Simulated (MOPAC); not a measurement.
MOPAC input (AM1):

```
AM1 1SCF GEO-OK AUX(PRECISION=9) THREADS=1
C4H10OSe

O    -3.57775600 1   -0.22719100 1    0.74756500 1
C    -3.23823000 1   -0.15243400 1   -0.63426000 1
C    -1.85295800 1   -0.70806800 1   -0.94101200 1
C    -0.73060000 1    0.05207600 1   -0.23382400 1
C     0.63246500 1   -0.56833000 1   -0.48992400 1
Se    2.13638400 1    0.41739300 1    0.33335700 1
H    -3.63875200 1   -1.15568500 1    0.99722400 1
H    -3.28087100 1    0.90940800 1   -0.88422100 1
H    -3.99082800 1   -0.66553500 1   -1.24472300 1
H    -1.70003400 1   -0.67765100 1   -2.02537000 1
H    -1.82277000 1   -1.76735000 1   -0.65769200 1
H    -0.93250000 1    0.07263300 1    0.83881700 1
H    -0.72588100 1    1.09306100 1   -0.56706100 1
H     0.67889600 1   -1.59817500 1   -0.13910700 1
H     0.87639900 1   -0.56948400 1   -1.55329500 1
H     1.65725700 1    0.24549600 1    1.71487700 1
```

From the output:

```
                                                       MOPAC v23.2.5 Linux

          FINAL HEAT OF FORMATION =        -49.07556 KCAL/MOL =    -205.33213 KJ/MOL

          COSMO AREA              =        155.88 SQUARE ANGSTROMS
          COSMO VOLUME            =        146.80 CUBIC ANGSTROMS

          IONIZATION POTENTIAL    =          7.685269 EV
          HOMO LUMO ENERGIES (EV) =         -7.685  0.093
          NO. OF FILLED LEVELS    =         19
          MOLECULAR WEIGHT        =        153.0824         POINT GROUP:  C1

          MOLECULAR DIMENSIONS (Angstroms)

            Atom       Atom       Distance
            H    16    H     9     6.44128
            H    15    H     7     4.35862
            H    14    H     8     3.07393

          SCF CALCULATIONS        =          1

   ATOM   CHEMICAL          X               Y               Z
  NUMBER   SYMBOL      (ANGSTROMS)     (ANGSTROMS)     (ANGSTROMS)

     1       O         -3.57775600  *  -0.22719100  *   0.74756500  *
     2       C         -3.23823000  *  -0.15243400  *  -0.63426000  *
     3       C         -1.85295800  *  -0.70806800  *  -0.94101200  *
     4       C         -0.73060000  *   0.05207600  *  -0.23382400  *
     5       C          0.63246500  *  -0.56833000  *  -0.48992400  *
     6      Se          2.13638400  *   0.41739300  *   0.33335700  *
     7       H         -3.63875200  *  -1.15568500  *   0.99722400  *
     8       H         -3.28087100  *   0.90940800  *  -0.88422100  *
     9       H         -3.99082800  *  -0.66553500  *  -1.24472300  *
    10       H         -1.70003400  *  -0.67765100  *  -2.02537000  *
    11       H         -1.82277000  *  -1.76735000  *  -0.65769200  *
    12       H         -0.93250000  *   0.07263300  *   0.83881700  *
    13       H         -0.72588100  *   1.09306100  *  -0.56706100  *
    14       H          0.67889600  *  -1.59817500  *  -0.13910700  *
    15       H          0.87639900  *  -0.56948400  *  -1.55329500  *
    16       H          1.65725700  *   0.24549600  *   1.71487700  *

                             CARTESIAN COORDINATES

   1    O       -3.577756000    -0.227191000     0.747565000
   2    C       -3.238230000    -0.152434000    -0.634260000
   3    C       -1.852958000    -0.708068000    -0.941012000
   4    C       -0.730600000     0.052076000    -0.233824000
   5    C        0.632465000    -0.568330000    -0.489924000
   6   Se        2.136384000     0.417393000     0.333357000
   7    H       -3.638752000    -1.155685000     0.997224000
   8    H       -3.280871000     0.909408000    -0.884221000
   9    H       -3.990828000    -0.665535000    -1.244723000
  10    H       -1.700034000    -0.677651000    -2.025370000
  11    H       -1.822770000    -1.767350000    -0.657692000
  12    H       -0.932500000     0.072633000     0.838817000
  13    H       -0.725881000     1.093061000    -0.567061000
  14    H        0.678896000    -1.598175000    -0.139107000
  15    H        0.876399000    -0.569484000    -1.553295000
  16    H        1.657257000     0.245496000     1.714877000

           Empirical Formula: C4 H10 O Se  =    16 atoms

      MOLECULAR POINT GROUP   :   C1

                  EIGENVALUES
 -38.61284 -35.16291 -29.98180 -24.70055 -22.32619 -19.45207 -17.95714 -16.82552
 -15.73469 -15.32337 -14.12949 -13.40565 -13.24620 -12.22377 -11.91421 -11.69046
 -11.39427 -10.57796  -7.68527   0.09346   0.71602   3.44807   3.48343   3.73101
   3.91619   4.10596   4.30030   4.43838   4.53701   4.62436   4.70597   4.97243
   5.17121   6.21229

              NET ATOMIC CHARGES AND DIPOLE CONTRIBUTIONS

  ATOM NO.   TYPE          CHARGE      No. of ELECS.   s-Pop       p-Pop
    1          O          -0.326636        6.3266     1.87210     4.45453
    2          C          -0.017434        4.0174     1.22121     2.79622
    3          C          -0.190742        4.1907     1.22105     2.96969
    4          C          -0.151029        4.1510     1.21143     2.93960
    5          C          -0.249424        4.2494     1.26279     2.98663
    6         Se           0.049438        5.9506     1.95906     3.99150
    7          H           0.196198        0.8038     0.80380
    8          H           0.103869        0.8961     0.89613
    9          H           0.063653        0.9363     0.93635
   10          H           0.086164        0.9138     0.91384
   11          H           0.076518        0.9235     0.92348
   12          H           0.093401        0.9066     0.90660
   13          H           0.093360        0.9066     0.90664
   14          H           0.092900        0.9071     0.90710
   15          H           0.098773        0.9012     0.90123
   16          H          -0.019008        1.0190     1.01901
 DIPOLE           X         Y         Z       TOTAL
 POINT-CHG.     0.026    -0.492    -1.217     1.313
 HYBRID        -0.763    -1.162     0.198     1.405
 SUM           -0.738    -1.654    -1.019     2.078

          ATOMIC ORBITAL ELECTRON POPULATIONS

     Atom    s        px        py        pz
    1  O   1.87210   1.92245   1.28632   1.24576
    2  C   1.22121   0.93459   1.02480   0.83683
    3  C   1.22105   0.95360   1.00185   1.01424
    4  C   1.21143   0.91470   1.00192   1.02298
    5  C   1.26279   0.95160   1.00552   1.02952
    6 Se   1.95906   1.25135   1.73871   1.00143
    7  H   0.80380
    8  H   0.89613
    9  H   0.93635
   10  H   0.91384
   11  H   0.92348
   12  H   0.90660
   13  H   0.90664
   14  H   0.90710
   15  H   0.90123
   16  H   1.01901

 **********************
 *                    *
 * JOB ENDED NORMALLY *
 *                    *
 **********************

 == MOPAC DONE ==
```

The geometry given is a B3LYP-D3(BJ)/def2-TZVP minimum.
